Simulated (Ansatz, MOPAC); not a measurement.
Diatomic CS+, multiplicity 2 (lowest of 2S+1 = 2, 4 at CCSD(T)/def2-TZVPP on PBE0 minima; our sources give no spin for the ground state, which may be another). The T1 diagnostic near the minimum is 0.091, so single-reference values are doubtful.

Constants: fifth-degree fit in 1/R to seven points, most abundant isotopes. In def2 and cc sets the state is the lowest found near the PBE0 minimum, followed along R.

The state that PM6 reach isn't checked.

Programs: Ansatz (Gaussian basis) for Hartree–Fock, density functionals and correlated methods; MOPAC for PM6 (differences of heats of formation). Each number belongs to the level named beside it.

What bond length and harmonic frequency does PM6 give?

r_e = 1.419 Å, ω_e = 1282 cm⁻¹.

What bond length and harmonic frequency does B97M-V/def2-TZVPP give?

r_e = 1.484 Å, ω_e = 1433 cm⁻¹.

What bond length and harmonic frequency does wB97M-V/def2-TZVPP give?

r_e = 1.478 Å, ω_e = 1463 cm⁻¹.

Ansatz is a quantum-chemistry and plane-wave program.
